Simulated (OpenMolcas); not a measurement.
**Computed transition rates of O+**

* Program: OpenMolcas 26.06
* Method: SS-CASPT2, IPEA 0.25 Eh, imaginary shift 0.1 Eh (closed shells correlated: 1s)
* Basis: ANO-RCC-VTZP [4s3p2d1f]
* Scalar Hamiltonian: DKH2, point nucleus
* Active space: 5 electrons in 4 orbitals (2s 2p)
* State averaging: 2S+1 = 4 odd, 1 root; 2S+1 = 2 odd, 8 roots kept (CI in the orbitals of an earlier block); 2S+1 = 4 even, 3 roots; 2S+1 = 2 even, 9 roots kept (CI in the orbitals of an earlier block)
* Spin-orbit coupling: RASSI with atomic mean-field integrals over the reference wave functions, term energies averaged over their components

Rates come from the transition moments of the reference wave functions (E1 and E2 in the length form). At fixed line strength A goes as λ^-3 for E1 and M1 and as λ^-5 for E2, so a rate at the computed wavelength can be rescaled to the measured one. Measured vacuum wavelengths follow from level energies in NIST Handbook of Basic Atomic Spectroscopic Data. Branching counts decays inside the model space alone, at computed energies, and the table is only a selection of the E1 lines, drawn from those between levels with measured partners whose computed energy lies within a factor of 1.5 of the measured one.

```csv
Upper,Lower,Type,λ computed (nm),λ measured (nm),A computed (s-1),A rescaled (s-1),Branching %
2s 2p⁴ ⁴P_5/2,2s² 2p³ ⁴S°_3/2,E1,82.97,83.45,1.37e+09,1.35e+09,100.0
2s 2p⁴ ⁴P_3/2,2s² 2p³ ⁴S°_3/2,E1,82.87,83.33,1.38e+09,1.36e+09,100.0
2s 2p⁴ ⁴P_1/2,2s² 2p³ ⁴S°_3/2,E1,82.8,83.28,1.38e+09,1.36e+09,100.0
2s 2p⁴ ²D_3/2,2s² 2p³ ²P°_1/2,E1,78.18,79.66,3.77e+08,3.56e+08,10.0
2s 2p⁴ ²D_3/2,2s² 2p³ ²P°_3/2,E1,78.18,79.66,6.49e+07,6.13e+07,1.7
2s 2p⁴ ²D_5/2,2s² 2p³ ²P°_3/2,E1,78.18,79.67,4.62e+08,4.37e+08,12.2
2s 2p⁴ ²D_3/2,2s² 2p³ ²D°_5/2,E1,70.73,71.85,3.27e+08,3.12e+08,8.6
2s 2p⁴ ²D_5/2,2s² 2p³ ²D°_5/2,E1,70.73,71.85,3.10e+09,2.96e+09,82.2
2s 2p⁴ ²D_3/2,2s² 2p³ ²D°_3/2,E1,70.72,71.86,3.01e+09,2.87e+09,79.7
2s 2p⁴ ²D_5/2,2s² 2p³ ²D°_3/2,E1,70.72,71.86,2.11e+08,2.01e+08,5.6
2s 2p⁴ ²S_1/2,2s² 2p³ ²P°_1/2,E1,62.59,64.42,2.64e+09,2.42e+09,33.7
2s 2p⁴ ²S_1/2,2s² 2p³ ²P°_3/2,E1,62.59,64.42,5.17e+09,4.74e+09,66.2
2s 2p⁴ ²P_3/2,2s² 2p³ ²P°_1/2,E1,55.8,58.1,6.28e+08,5.56e+08,3.5
2s 2p⁴ ²P_3/2,2s² 2p³ ²P°_3/2,E1,55.8,58.1,3.06e+09,2.71e+09,17.2
2s 2p⁴ ²P_1/2,2s² 2p³ ²P°_1/2,E1,55.74,58.04,2.46e+09,2.18e+09,13.8
2s 2p⁴ ²P_1/2,2s² 2p³ ²P°_3/2,E1,55.74,58.04,1.42e+09,1.26e+09,8.0
2s 2p⁴ ²P_3/2,2s² 2p³ ²D°_5/2,E1,51.89,53.83,1.26e+10,1.13e+10,71.1
2s 2p⁴ ²P_3/2,2s² 2p³ ²D°_3/2,E1,51.89,53.83,1.46e+09,1.31e+09,8.2
2s 2p⁴ ²P_1/2,2s² 2p³ ²D°_3/2,E1,51.84,53.78,1.39e+10,1.24e+10,78.2
```

The largest correction is for 2s 2p⁴ ²P_1/2 → 2s² 2p³ ²P°_1/2 (E1): 2.46e+09 × (55.74 / 58.04)^3 = 2.18e+09 s-1, a factor of 0.89.

The computed rate and branching of 2s 2p⁴ ⁴P_1/2 → 2s² 2p³ ⁴S°_3/2 give the upper level a radiative lifetime of 1.000 / 1.38e+09 s-1 = 7.25e-10 s, counting decays inside the model space alone. The rescaled rate gives about 7.4e-10 s.

The computed order of these levels differs from the measured one in 2 places, and where term gaps are wrong the rates of spin-changing lines can be off by large factors.

No measured rate stands beside these. Rescaling mends the energy factor alone: line strengths can still be far off where a level mixes with configurations outside the active space, and weak or spin-changing lines hang on small mixing coefficients that depend on the term gaps too, so rescaling need not improve them.

Term energies are means over components that CASPT2 splits; among the terms shown or strongly mixed into the levels shown the widest spread is 200 cm-1 (2s 2p⁴ ²D). Terms from blocks run as CI alone lack orbitals of their own. Computed and measured levels are paired by configuration, term and J; levels that our copy of the source lacks, or whose pairing is in doubt (as where it misses far off the trend of its configuration), stay unpaired. Levels of configurations outside the active space are missing.

° marks odd parity.
